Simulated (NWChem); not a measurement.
System: CH6MgO2Si; SMILES C[O][Mg][O][SiH3]

Excerpt of the output:

```
             Northwest Computational Chemistry Package (NWChem) 7.3.0
             --------------------------------------------------------

 C1  symmetry detected

                             Geometry "geometry" -> ""
                             -------------------------

 Output coordinates in angstroms (scale by  1.889725989 to convert to a.u.)

  No.       Tag          Charge          X              Y              Z
 ---- ---------------- ---------- -------------- -------------- --------------
    1 Mg                  12.0000    -1.21921835    -0.73011344    -0.01081392
    2 O                    8.0000    -0.09232281    -2.06826330     0.04754353
    3 C                    6.0000     1.29214344    -2.06632609    -0.02914049
    4 H                    1.0000     1.73582594    -1.15463211     0.39439098
    5 H                    1.0000     1.65614699    -2.92542131     0.54884934
    6 H                    1.0000     1.62604546    -2.16767696    -1.06980596
    7 O                    8.0000    -0.72121089     0.96517138    -0.01806496
    8 Si                  14.0000     0.43689793     2.07242767     0.01007555
    9 H                    1.0000    -0.31162103     3.33588401    -0.05592706
   10 H                    1.0000     1.34083506     1.91315681    -1.14587050
   11 H                    1.0000     1.22222573     1.96875537     1.25608697

 Effective nuclear repulsion energy (a.u.)     257.8356026758

                                Z-matrix (autoz)
                                --------

 Units are Angstrom for bonds and degrees for angles

[...]

      ----------------------
      Optimization converged
      ----------------------

  Step       Energy      Delta E   Gmax     Grms     Xrms     Xmax
  ---- ---------------- -------- -------- -------- -------- --------
@   50    -681.04065111  1.7D-07  0.00010  0.00003  0.00035  0.00090
                                     ok       ok       ok       ok

                                Z-matrix (autoz)
                                --------

 Units are Angstrom for bonds and degrees for angles

      Type          Name      I     J     K     L     M      Value     Gradient
      ----------- --------  ----- ----- ----- ----- ----- ---------- ----------
    1 Stretch                  1     2                       1.77735   -0.00005
    2 Stretch                  1     7                       1.80806    0.00007
    3 Stretch                  2     3                       1.38396    0.00001
    4 Stretch                  3     4                       1.11767    0.00007
    5 Stretch                  3     5                       1.11766    0.00005
    6 Stretch                  3     6                       1.11762    0.00001
    7 Stretch                  7     8                       1.65179    0.00010
    8 Stretch                  8     9                       1.51074    0.00004
    9 Stretch                  8    10                       1.51052   -0.00002
   10 Stretch                  8    11                       1.51049   -0.00002
   11 Bend                     1     2     3               179.87543   -0.00001
   12 Bend                     1     7     8               179.90850   -0.00000
   13 Bend                     2     1     7               179.97959   -0.00002
   14 Bend                     2     3     4               112.17245    0.00000
   15 Bend                     2     3     5               112.17515    0.00002
   16 Bend                     2     3     6               112.14219   -0.00003
   17 Bend                     4     3     5               106.68866    0.00003
   18 Bend                     4     3     6               106.65727    0.00001
   19 Bend                     5     3     6               106.60446   -0.00004
   20 Bend                     7     8     9               111.32484   -0.00002
   21 Bend                     7     8    10               111.33651    0.00000
   22 Bend                     7     8    11               111.35597    0.00002
   23 Bend                     9     8    10               107.53575   -0.00001
   24 Bend                     9     8    11               107.53334   -0.00001
   25 Bend                    10     8    11               107.55231    0.00000
   26 Torsion                  1     2     3     4          -3.69466   -0.00002
   27 Torsion                  1     2     3     5         116.36991    0.00004
   28 Torsion                  1     2     3     6        -123.69548   -0.00001
   29 Torsion                  1     7     8     9          -4.22583   -0.00000
   30 Torsion                  1     7     8    10        -124.20843    0.00001
   31 Torsion                  1     7     8    11         115.76688   -0.00001
   32 Torsion                  2     1     7     8        -161.54674    0.00000
   33 Torsion                  3     2     1     7          20.82915    0.00000

                         Geometry "geometry" -> "geometry"
                         ---------------------------------

 Output coordinates in angstroms (scale by  1.889725989 to convert to a.u.)

  No.       Tag          Charge          X              Y              Z
 ---- ---------------- ---------- -------------- -------------- --------------
    1 Mg                  12.0000     0.66073234    -0.22156080    -0.00925856
    2 O                    8.0000     0.99839439    -1.96640867    -0.03101519
    3 C                    6.0000     1.26373880    -3.32460997    -0.04622418
    4 H                    1.0000     2.21230161    -3.57509403     0.48919500
    5 H                    1.0000     0.45280770    -3.91836310     0.44267358
    6 H                    1.0000     1.36808541    -3.72181101    -1.08565112
    7 O                    8.0000     0.31784930     1.55355067     0.01303323
    8 Si                  14.0000     0.00201923     3.17473646     0.03358853
    9 H                    1.0000    -1.48436848     3.44486944     0.03817275
   10 H                    1.0000     0.58609863     3.86384222    -1.17704851
   11 H                    1.0000     0.58808854     3.83381081     1.25985794

 Effective nuclear repulsion energy (a.u.)     236.0591990057

                Final and change from initial internal coordinates
                --------------------------------------------------

[...]

 Rotational Constants
 --------------------
 A=   1.827410 cm-1  (  2.629176 K)
 B=   0.027473 cm-1  (  0.039526 K)
 C=   0.027472 cm-1  (  0.039526 K)

 Temperature                      =   298.15K
 frequency scaling parameter      =   1.0000

 Zero-Point correction to Energy  =   42.678 kcal/mol  (  0.068012 au)
 Thermal correction to Energy     =   47.873 kcal/mol  (  0.076291 au)
 Thermal correction to Enthalpy   =   48.465 kcal/mol  (  0.077234 au)

 Total Entropy                    =   92.265 cal/mol-K
   - Translational                =   39.759 cal/mol-K (mol. weight = 101.9987)
   - Rotational                   =   26.550 cal/mol-K (symmetry #  =        1)
   - Vibrational                  =   25.956 cal/mol-K

 Cv (constant volume heat capacity) =   24.311 cal/mol-K
   - Translational                  =    2.979 cal/mol-K
   - Rotational                     =    2.979 cal/mol-K
   - Vibrational                    =   18.352 cal/mol-K

[normal modes left out]

 ----------------------------------------------------------------------------
 Normal Eigenvalue ||           Projected Infra Red Intensities
  Mode   [cm**-1]  || [atomic units] [(debye/angs)**2] [(KM/mol)] [arbitrary]
 ------ ---------- || -------------- ----------------- ---------- -----------
    1       -3.768 ||    0.000000           0.000         0.000       0.000
    2       -0.000 ||    0.000072           0.002         0.070       0.010
    3       -0.000 ||    0.000019           0.000         0.019       0.003
    4       -0.000 ||    0.000071           0.002         0.069       0.009
    5        0.000 ||    0.000000           0.000         0.000       0.000
    6        0.000 ||    0.000054           0.001         0.053       0.007
    7        0.000 ||    0.000074           0.002         0.072       0.010
    8       41.930 ||    0.000030           0.001         0.029       0.004
    9       42.344 ||    0.000037           0.001         0.036       0.005
   10       78.041 ||    0.002678           0.062         2.611       0.355
   11       78.439 ||    0.002636           0.061         2.569       0.350
   12      160.043 ||    0.086070           1.986        83.906      11.425
   13      160.097 ||    0.086112           1.987        83.946      11.430
   14      352.791 ||    0.000087           0.002         0.085       0.012
   15      692.101 ||    0.015238           0.352        14.855       2.023
   16      706.888 ||    0.053392           1.232        52.050       7.087
   17      707.093 ||    0.053496           1.234        52.151       7.101
   18      921.262 ||    0.075957           1.752        74.047      10.083
   19      921.451 ||    0.076009           1.754        74.098      10.089
   20      972.239 ||    0.364784           8.416       355.610      48.421
   21     1056.078 ||    0.402507           9.286       392.384      53.428
   22     1144.461 ||    0.000578           0.013         0.564       0.077
   23     1144.614 ||    0.000570           0.013         0.556       0.076
   24     1256.920 ||    0.422503           9.747       411.877      56.083
   25     1421.085 ||    0.000124           0.003         0.121       0.016
   26     1421.536 ||    0.000122           0.003         0.119       0.016
   27     1433.052 ||    0.035026           0.808        34.145       4.649
   28     2128.636 ||    0.187909           4.335       183.183      24.943
   29     2129.482 ||    0.188150           4.341       183.417      24.975
   30     2135.829 ||    0.118229           2.728       115.255      15.694
   31     2878.451 ||    0.191598           4.420       186.779      25.433
   32     2941.583 ||    0.061003           1.407        59.469       8.098
   33     2941.784 ||    0.060940           1.406        59.407       8.089
 ----------------------------------------------------------------------------

 ===============================================================================
      Negative Nuclear Hessian Mode    1  Eigenvalue =     -3.77 cm**(-1)
 -------------------------------------------------------------------------------
   Raw step length:  0.527 angstroms ;  The Raw step for this mode is:
    1 Mg                  12.0000     0.00037221     0.00006861     0.00032341
    2 O                    8.0000     0.00062492     0.00011605     0.00052387
    3 C                    6.0000    -0.00076191    -0.00014039    -0.00068334
    4 H                    1.0000     0.12417402     0.02530362    -0.21009759
    5 H                    1.0000     0.11398026     0.02028321     0.21438051
    6 H                    1.0000    -0.24189433    -0.04628360    -0.00727565
    7 O                    8.0000     0.00017630     0.00003212     0.00017469
    8 Si                  14.0000    -0.00027006    -0.00004962    -0.00023753
    9 H                    1.0000    -0.00049603     0.00178464    -0.18062121
   10 H                    1.0000     0.15298944     0.02858313     0.09001213
   11 H                    1.0000    -0.15375905    -0.03060627     0.08954880

  Geometry after  100.0% step for mode  1; Step length =  0.527 angstroms
   Maximum component (any atom: x,y, or z) displacement:  0.457
    1 Mg                  12.0000     0.66110455    -0.22149219    -0.00893516
    2 O                    8.0000     0.99901931    -1.96629263    -0.03049132
    3 C                    6.0000     1.26297690    -3.32475037    -0.04690752
    4 H                    1.0000     2.33647563    -3.54979041     0.27909741
    5 H                    1.0000     0.56678796    -3.89807989     0.65705409
    6 H                    1.0000     1.12619107    -3.76809462    -1.09292677
    7 O                    8.0000     0.31802561     1.55358279     0.01320792
    8 Si                  14.0000     0.00174917     3.17468684     0.03335099
    9 H                    1.0000    -1.48486450     3.44665408    -0.14244846
   10 H                    1.0000     0.73908807     3.89242535    -1.08703638
   11 H                    1.0000     0.43432948     3.80320454     1.34940674

  Geometry after -100.0% step for mode  1; Step length =  0.527 angstroms
   Maximum component (any atom: x,y, or z) displacement:  0.457
    1 Mg                  12.0000     0.66036012    -0.22162940    -0.00958197
    2 O                    8.0000     0.99776947    -1.96652472    -0.03153905
    3 C                    6.0000     1.26450071    -3.32446958    -0.04554084
    4 H                    1.0000     2.08812759    -3.60039765     0.69929259
    5 H                    1.0000     0.33882744    -3.93864630     0.22829307
    6 H                    1.0000     1.60997974    -3.67552741    -1.07837547
    7 O                    8.0000     0.31767300     1.55351855     0.01285854
    8 Si                  14.0000     0.00228928     3.17478608     0.03382606
    9 H                    1.0000    -1.48387245     3.44308480     0.21879396
   10 H                    1.0000     0.43310919     3.83525909    -1.26706064
   11 H                    1.0000     0.74184759     3.86441708     1.17030914

  Geometry after   50.0% step for mode  1; Step length =  0.264 angstroms
   Maximum component (any atom: x,y, or z) displacement:  0.229
    1 Mg                  12.0000     0.66091844    -0.22152649    -0.00909686
    2 O                    8.0000     0.99870685    -1.96635065    -0.03075325
    3 C                    6.0000     1.26335785    -3.32468017    -0.04656585
    4 H                    1.0000     2.27438862    -3.56244222     0.38414621
    5 H                    1.0000     0.50979783    -3.90822149     0.54986384
    6 H                    1.0000     1.24713824    -3.74495282    -1.08928894
    7 O                    8.0000     0.31793746     1.55356673     0.01312058
    8 Si                  14.0000     0.00188420     3.17471165     0.03346976
    9 H                    1.0000    -1.48461649     3.44576176    -0.05213785
   10 H                    1.0000     0.66259335     3.87813378    -1.13204244
   11 H                    1.0000     0.51120901     3.81850767     1.30463234

  Geometry after  -50.0% step for mode  1; Step length =  0.264 angstroms
   Maximum component (any atom: x,y, or z) displacement:  0.229
    1 Mg                  12.0000     0.66054623    -0.22159510    -0.00942026
    2 O                    8.0000     0.99808193    -1.96646670    -0.03127712
    3 C                    6.0000     1.26411976    -3.32453978    -0.04588251
    4 H                    1.0000     2.15021460    -3.58774584     0.59424380
    5 H                    1.0000     0.39581757    -3.92850470     0.33548333
    6 H                    1.0000     1.48903258    -3.69866921    -1.08201330
    7 O                    8.0000     0.31776115     1.55353461     0.01294589
    8 Si                  14.0000     0.00215425     3.17476127     0.03370729
    9 H                    1.0000    -1.48412046     3.44397712     0.12848336
   10 H                    1.0000     0.50960391     3.84955065    -1.22205458
   11 H                    1.0000     0.66496806     3.84911394     1.21508354

  Geometry after   43.8% step for mode  1; Step length =  0.231 angstroms
   Maximum component (any atom: x,y, or z) displacement:  0.200
    1 Mg                  12.0000     0.66089519    -0.22153078    -0.00911706
    2 O                    8.0000     0.99866781    -1.96635790    -0.03078598
    3 C                    6.0000     1.26340545    -3.32467140    -0.04652316
    4 H                    1.0000     2.26663117    -3.56402299     0.39727151
    5 H                    1.0000     0.50267721    -3.90948863     0.53647097
    6 H                    1.0000     1.26224996    -3.74206137    -1.08883442
    7 O                    8.0000     0.31792644     1.55356473     0.01310966
    8 Si                  14.0000     0.00190107     3.17471475     0.03348460
    9 H                    1.0000    -1.48458550     3.44565027    -0.04085401
   10 H                    1.0000     0.65303573     3.87634812    -1.13766572
   11 H                    1.0000     0.52081471     3.82041972     1.29903801

  Geometry after  -43.8% step for mode  1; Step length =  0.231 angstroms
   Maximum component (any atom: x,y, or z) displacement:  0.200
    1 Mg                  12.0000     0.66056948    -0.22159081    -0.00940006
    2 O                    8.0000     0.99812097    -1.96645945    -0.03124439
    3 C                    6.0000     1.26407216    -3.32454855    -0.04592520
    4 H                    1.0000     2.15797205    -3.58616506     0.58111850
    5 H                    1.0000     0.40293819    -3.92723756     0.34887619
    6 H                    1.0000     1.47392086    -3.70156066    -1.08246782
    7 O                    8.0000     0.31777217     1.55353662     0.01295680
    8 Si                  14.0000     0.00213738     3.17475817     0.03369245
    9 H                    1.0000    -1.48415145     3.44408861     0.11719952
   10 H                    1.0000     0.51916153     3.85133631    -1.21643130
   11 H                    1.0000     0.65536237     3.84720190     1.22067787

  Geometry after   21.9% step for mode  1; Step length =  0.115 angstroms
   Maximum component (any atom: x,y, or z) displacement:  0.100
    1 Mg                  12.0000     0.66081376    -0.22154579    -0.00918781
    2 O                    8.0000     0.99853110    -1.96638329    -0.03090058
    3 C                    6.0000     1.26357213    -3.32464069    -0.04637367
    4 H                    1.0000     2.23946639    -3.56955851     0.44323325
    5 H                    1.0000     0.47774246    -3.91392586     0.48957228
    6 H                    1.0000     1.31516768    -3.73193619    -1.08724277
    7 O                    8.0000     0.31788787     1.55355770     0.01307145
    8 Si                  14.0000     0.00196015     3.17472561     0.03353656
    9 H                    1.0000    -1.48447699     3.44525985    -0.00134063
   10 H                    1.0000     0.61956718     3.87009517    -1.15735711
   11 H                    1.0000     0.55445162     3.82711527     1.27944798

  Geometry after  -21.9% step for mode  1; Step length =  0.115 angstroms
   Maximum component (any atom: x,y, or z) displacement:  0.100
    1 Mg                  12.0000     0.66065091    -0.22157580    -0.00932931
    2 O                    8.0000     0.99825768    -1.96643406    -0.03112979
    3 C                    6.0000     1.26390548    -3.32457926    -0.04607469
    4 H                    1.0000     2.18513683    -3.58062954     0.53515675
    5 H                    1.0000     0.42787294    -3.92280033     0.39577488
    6 H                    1.0000     1.42100313    -3.71168584    -1.08405947
    7 O                    8.0000     0.31781074     1.55354365     0.01299502
    8 Si                  14.0000     0.00207830     3.17474732     0.03364049
    9 H                    1.0000    -1.48425996     3.44447902     0.07768614
   10 H                    1.0000     0.55263008     3.85758926    -1.19673991
   11 H                    1.0000     0.62172545     3.84050635     1.24026790
```

Level: PBE-D3(BJ)/def2-SVP. The printed entropy takes a lower symmetry number than the molecule has.

Which NWChem input produces such a log?

This is not unique; one that fits is the input that was run:
```
start job
memory heap 200 mb stack 900 mb global 1100 mb
geometry units angstroms
  Mg    -0.994435    -0.010933    -0.917732
  O     -1.973873     0.308621     0.497376
  C     -1.614068     0.343583     1.836013
  H     -0.578976     0.680973     1.984914
  H     -2.282236     1.054225     2.339158
  H     -1.730112    -0.645357     2.297834
  O      0.762109    -0.195449    -0.867119
  Si     2.132833    -0.216684    -0.037246
  H      3.139841    -0.503882    -1.068949
  H      2.100013    -1.266448     0.999865
  H      2.369151     1.091264     0.605761
end
basis spherical
  * library def2-svp
end
dft
  xc xpbe96 cpbe96
  disp vdw 4
  iterations 150
end
driver
  maxiter 120
end
task dft optimize
task dft freq
```
